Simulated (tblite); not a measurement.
Compound: C4H6F3Ge (doublet state).
Atom-mapped SMILES: `[F:1]/[CH:2]=[CH:3]/[CH2:4][GeH:5][CH:6]([F:7])[F:8]` (hydrogens: H9 on C2; H10 on C3; H11, H12 on C4; H13 on Ge5; H14 on C6)
Bond orders are those of one Lewis drawing.

Computed with GFN2-xTB (tblite), gas phase: L-BFGS steps from a force-field or distance-geometry start until the largest atomic force falls under 0.01 eV/Å.

Step 26: E = -752.9696 eV
```
atom  x, y, z in Å  |  force x, y, z in eV/Å
F1     -3.2232    1.2404   -0.5063    0.065  -0.036  -0.041
C2     -2.1545    0.4571   -0.7333    0.064  -0.023   0.094
C3     -1.6271   -0.2646    0.2551    0.058  -0.018  -0.033
C4     -0.4678   -1.1498    0.1195   -0.072   0.054  -0.063
Ge5     1.0803   -0.3585    1.2963   -0.060   0.083   0.078
C6      2.4892    0.4187   -0.0213   -0.068  -0.039   0.029
F7      1.7473    1.2124   -0.8442    0.059  -0.007  -0.081
F8      3.0386   -0.5527   -0.7925   -0.076  -0.017  -0.051
H9     -1.8475    0.4840   -1.7735    0.039  -0.018   0.204
H10    -2.0760   -0.1986    1.2425   -0.001   0.003  -0.150
H11    -0.6593   -2.1407    0.5274   -0.040  -0.005  -0.064
H12    -0.1023   -1.2203   -0.9051   -0.004  -0.010   0.091
H13     0.4957    1.0590    1.7167    0.021  -0.069  -0.005
H14     3.3060    1.0131    0.3964    0.014   0.102  -0.008
```

Step 27: E = -752.9746 eV
```
atom  x, y, z in Å  |  force x, y, z in eV/Å
F1     -3.2113    1.2416   -0.5051    0.067  -0.024  -0.044
C2     -2.1391    0.4634   -0.7312    0.083  -0.016   0.093
C3     -1.6235   -0.2724    0.2534    0.075   0.006  -0.033
C4     -0.4642   -1.1565    0.1221   -0.035   0.072  -0.058
Ge5     1.0766   -0.3542    1.3038   -0.106   0.076   0.135
C6      2.4682    0.4167   -0.0205   -0.020  -0.043  -0.024
F7      1.7177    1.2001   -0.8453    0.049   0.016  -0.087
F8      3.0173   -0.5556   -0.7897   -0.066  -0.084  -0.095
H9     -1.8140    0.5116   -1.7650    0.016  -0.041   0.201
H10    -2.0770   -0.2110    1.2387   -0.031  -0.020  -0.148
H11    -0.6551   -2.1485    0.5267   -0.034  -0.003  -0.062
H12    -0.0833   -1.2203   -0.8971   -0.034  -0.018   0.082
H13     0.4974    1.0715    1.7062    0.007  -0.086   0.005
H14     3.2896    1.0131    0.3805    0.031   0.165   0.035
```

Step 28: E = -752.9806 eV
```
atom  x, y, z in Å  |  force x, y, z in eV/Å
F1     -3.1951    1.2431   -0.5037    0.048   0.002  -0.032
C2     -2.1187    0.4717   -0.7270    0.087   0.009   0.068
C3     -1.6173   -0.2819    0.2506    0.071   0.033  -0.016
C4     -0.4600   -1.1635    0.1247    0.043   0.057  -0.015
Ge5     1.0699   -0.3475    1.3169   -0.127   0.045   0.152
C6      2.4431    0.4132   -0.0198    0.047  -0.026  -0.083
F7      1.6807    1.1835   -0.8471    0.038   0.039  -0.077
F8      2.9899   -0.5600   -0.7891   -0.054  -0.139  -0.108
H9     -1.7727    0.5449   -1.7509    0.011  -0.060   0.139
H10    -2.0795   -0.2275    1.2302   -0.076  -0.048  -0.093
H11    -0.6491   -2.1568    0.5256   -0.033  -0.005  -0.054
H12    -0.0605   -1.2213   -0.8866   -0.051  -0.019   0.040
H13     0.4994    1.0859    1.6928   -0.023  -0.076   0.027
H14     3.2692    1.0159    0.3613    0.018   0.189   0.053
```

Step 29: E = -752.9867 eV
```
atom  x, y, z in Å  |  force x, y, z in eV/Å
F1     -3.1770    1.2447   -0.5026    0.021   0.033  -0.012
C2     -2.0957    0.4812   -0.7216    0.072   0.042   0.036
C3     -1.6092   -0.2909    0.2474    0.045   0.050   0.019
C4     -0.4544   -1.1696    0.1269    0.118   0.017   0.052
Ge5     1.0605   -0.3396    1.3341   -0.095   0.002   0.109
C6      2.4184    0.4086   -0.0209    0.097   0.000  -0.118
F7      1.6424    1.1658   -0.8500    0.037   0.046  -0.052
F8      2.9604   -0.5669   -0.7915   -0.044  -0.148  -0.081
H9     -1.7294    0.5782   -1.7333    0.028  -0.066   0.034
H10    -2.0838   -0.2462    1.2189   -0.119  -0.076  -0.015
H11    -0.6419   -2.1641    0.5242   -0.034  -0.010  -0.040
H12    -0.0384   -1.2231   -0.8757   -0.045  -0.011  -0.020
H13     0.5005    1.0996    1.6794   -0.065  -0.039   0.054
H14     3.2469    1.0218    0.3424   -0.016   0.160   0.034
```

**Question.** Estimate the geometry and energy of step 30. (The exact step hangs on the optimiser's Hessian estimate; all steps are aligned on step 29, rigid shifts and turns removed.)

**Answer.** E = -752.9918 eV, largest force 0.176 eV/Å
```
atom  x, y, z in Å  |  force x, y, z in eV/Å
F1     -3.1596    1.2465   -0.5020    0.007   0.054   0.002
C2     -2.0726    0.4910   -0.7157    0.055   0.063   0.008
C3     -1.6004   -0.2983    0.2452    0.015   0.051   0.053
C4     -0.4467   -1.1744    0.1297    0.139  -0.017   0.103
Ge5     1.0497   -0.3317    1.3517   -0.021  -0.032   0.033
C6      2.3966    0.4039   -0.0245    0.104   0.022  -0.109
F7      1.6074    1.1501   -0.8539    0.047   0.036  -0.027
F8      2.9319   -0.5762   -0.7955   -0.033  -0.109  -0.033
H9     -1.6876    0.6081   -1.7158    0.044  -0.059  -0.049
H10    -2.0899   -0.2652    1.2081   -0.142  -0.097   0.037
H11    -0.6345   -2.1703    0.5226   -0.032  -0.012  -0.026
H12    -0.0192   -1.2252   -0.8666   -0.030   0.003  -0.059
H13     0.4999    1.1117    1.6684   -0.107   0.005   0.078
H14     3.2243    1.0295    0.3260   -0.046   0.093  -0.013
```

The energy changes by -0.0051 eV. The first-order estimate −F·Δx gives -0.0071 eV and the mean of the old and new forces, exact on a quadratic surface, -0.0052 eV. The step makes an angle of 80° with the force vector and moves no atom by more than 0.054 Å.

The cost below is that of the whole relaxation. The run took 1.1 s wall on Intel Xeon Platinum 8259CL at 2.50 GHz, one thread (shared host).
